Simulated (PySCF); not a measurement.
# Rh+: ionisation energy

Rh+ [Kr] 4d8 (3F) → Rh(2+) [Kr] 4d7 (4F), as a difference of total energies. Calculation: PySCF 2.14, in x2c-TZVPall (8s6p6d1f, 63 functions); scalar relativity by spin-free X2C-1e. Correlated levels: valence: [Kr] frozen. The calculations carry no spin-orbit coupling.

```json
{"method": "UHF", "ionisation energy (eV)": "16.162", "difference from reference (eV)": "-1.918"}
{"method": "M06-2X", "ionisation energy (eV)": "18.240", "difference from reference (eV)": "+0.160"}
{"method": "r2SCAN", "ionisation energy (eV)": "18.196", "difference from reference (eV)": "+0.116"}
{"method": "MP2 (valence)", "ionisation energy (eV)": "17.434", "difference from reference (eV)": "-0.646"}
{"method": "SCS-MP2 (valence)", "ionisation energy (eV)": "17.444", "difference from reference (eV)": "-0.636"}
```

Reference: 18.08 eV (semi-empirical (NIST evaluation); NIST Atomic Spectra Database, ionization energies).

The reference lies between the lowest fine-structure levels, while these numbers refer to the centres of the terms.

Errors of the correlated levels include the incompleteness of this basis and the frozen core.
